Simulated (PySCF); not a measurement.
## Levels of Ir⁴⁰⁺ from EOM-EA-GCCSD

Reference: closed-shell Ir⁴¹⁺, [Kr]; one electron is added. Calculated with PySCF 2.14, two-component X2C-1e with screened spin-orbit coupling, an even-tempered Gaussian basis (18 s from 2.1 bohr⁻², ratio 2.6; 15 p from 2.8 bohr⁻², ratio 2.6; 11 d from 2.8 bohr⁻², ratio 2.6; 6 f from 2.8 bohr⁻², ratio 2.8); frozen [Ar] 3d10; the 108 highest virtual spinors dropped; of the others 74 kept and the rest restored at second order. No Breit or QED terms. Binding energies in eV.

```tsv
level	Koopmans	second order	EOM-CCSD
4d3/2	1857.8	1859.5	1859.4
4d5/2	1833.4	1835.1	1835.0
```

For comparison, the ionisation energy of Ir⁴⁰⁺ is 1857 ± 4 eV (theoretical estimate listed by NIST; NIST Atomic Spectra Database, ionization energies).
